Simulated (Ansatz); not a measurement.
`O[Si](F)(F)[SiH3]` + H–F → `F[Si](F)(F)[SiH3]` + H₂O at 400 K and 1 bar (ligand exchange at the Si–O bond).

Isolated molecules relaxed with PBE0-D4/def2-TZVP in Ansatz; ΔE leaves out vibrations. CCSD(T)/CBS is the MP2 limit (def2-TZVPP, def2-QZVPP) plus CCSD(T) − MP2 in def2-TZVPP, frozen cores. This one scheme is used for every species. Each species was taken in one conformer, which may not be the lowest.

| species | CCSD(T)/CBS energy (Eh) | H − E (kJ/mol) | S (J/(mol·K)) |
| --- | --- | --- | --- |
| `O[Si](F)(F)[SiH3]` | -855.51273 | 154.9 | 397.5 |
| H–F | -100.39570 | 36.5 | 182.2 |
| `F[Si](F)(F)[SiH3]` | -879.54323 | 122.9 | 374.9 |
| H₂O | -76.37941 | 69.8 | 198.6 |

H − E and S are ideal-gas, rigid-rotor, harmonic terms from PBE0-D4/def2-TZVP, for one conformer and one mirror image of each species. 1 Eh = 2625.50 kJ/mol, R = 8.31446 J/(mol·K).

By hand: ΔE, ΔH, ΔS and ΔG.

ΔE = (-879.54323) + (-76.37941) − (-855.51273) − (-100.39570) = -0.01421 Eh = -37.3 kJ/mol. Δ(H − E) = 122.9 + 69.8 − 154.9 − 36.5 = 1.3, so ΔH = -36.0 kJ/mol. ΔS = 374.9 + 198.6 − 397.5 − 182.2 = -6.2 J/(mol·K). ΔG = -36.0 − 400 × (-6.2)/1000 = -33.5 kJ/mol.

By hand: the equilibrium constant, and the temperature at which ΔG would vanish if ΔH and ΔS stayed fixed.

log₁₀ K = −ΔG/(RT ln 10) = 4.4. ΔG = 0 at ΔH/ΔS = 5806 K, far beyond where these terms or the molecules hold.

The number of gas molecules stays the same, so ΔS is small and ΔH decides. A doubt of 5 kJ/mol in ΔE shifts log₁₀ K by 0.7 here. Other conformers and mirror images would add mixing entropy, several J/(mol·K) or more a flexible species. These are equilibria of isolated gas molecules and say nothing of rates. Largest T1 diagnostic: 0.013 (customary marks: 0.02 for closed shells, 0.045 for open ones).
